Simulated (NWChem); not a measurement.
Species: CH3Si cation

```xyz
5

C     -0.0628     1.1145     0.0000
Si     0.0738    -0.5970     0.0000
H      0.1356     1.6847    -0.9243
H      0.1356     1.6847     0.9243
H     -0.9273    -1.6983     0.0000
```
Atoms are numbered in this order, from 1.

All runs: NWChem. Pople sets run with spherical d functions. Coordinates come from a PBE0/def2-SVP optimisation. Vertical excitations in the gas phase.

### Question
Estimate the computed values for PBE0/6-31+G*, full TDDFT. Quantities: lowest excitation, singlet (eV); oscillator strength of that lowest state; lowest state with f > 0.02, singlet (eV); oscillator strength of that bright state; orbital gap (eV).

### Answer
The lowest excitation, singlet (eV) is 2.85. The oscillator strength of that lowest state comes out as 0.007, the lowest state with f > 0.02, singlet (eV) is 3.97 and the oscillator strength of that bright state is 0.131. The orbital gap (eV) is 4.36.
